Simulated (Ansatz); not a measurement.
Worked example: a bond strength in InSiNH6 (SMILES N[SiH2][InH2])

The species is InSiNH6 (9 atoms), meant as a singlet with charge 0. As SMILES, `N[SiH2][InH2]`. Geometry: optimised at PBE0/def2-SVP. This is one conformer, not always the lowest.

```xyz
9

N    -0.9117    0.5858   -1.3339
Si    0.3822    0.7380   -0.1771
In    0.2687   -1.2627    1.4574
H    -1.0573   -0.3103   -1.7860
H    -1.0782    1.3400   -1.9928
H     0.1792    2.0357    0.5441
H     1.7748    0.8287   -0.7535
H    -0.5585   -2.7297    1.0067
H     1.0008   -1.2257    3.0350
```

Wanted: the dissociation energy of the H6–Si2 bond into doublet H and doublet InSiNH5 (shapes relaxed at PBE0/def2-SVP, no zero-point term). 1 Eh = 2625.50 kJ/mol = 27.2114 eV. Totals in Eh; open shells run unrestricted unless said.

```
                           level  program      InSiNH6  doublet H  doublet InSiNH5
   PBE/def2-SVP (core potential)   Ansatz  -537.603940  -0.498629      -536.983727
r2SCAN/def2-SVP (core potential)   Ansatz  -537.843501  -0.499209      -537.219436
 B3LYP/def2-SVP (core potential)   Ansatz  -537.926522  -0.501259      -537.296318
```

Problem. Work out the dissociation energy at each level.

Solution. 
1. PBE/def2-SVP (core potential): (-0.498629) + (-536.983727) − (-537.603940) = 0.121584 Eh = 319.2 kJ/mol = 3.31 eV.
2. r2SCAN/def2-SVP (core potential): (-0.499209) + (-537.219436) − (-537.843501) = 0.124856 Eh = 327.8 kJ/mol = 3.40 eV.
3. B3LYP/def2-SVP (core potential): (-0.501259) + (-537.296318) − (-537.926522) = 0.128945 Eh = 338.5 kJ/mol = 3.51 eV.

The levels span 319 to 339 kJ/mol; no measured value is set beside them. A bond enthalpy at 298 K also holds the loss of zero-point energy and thermal terms.
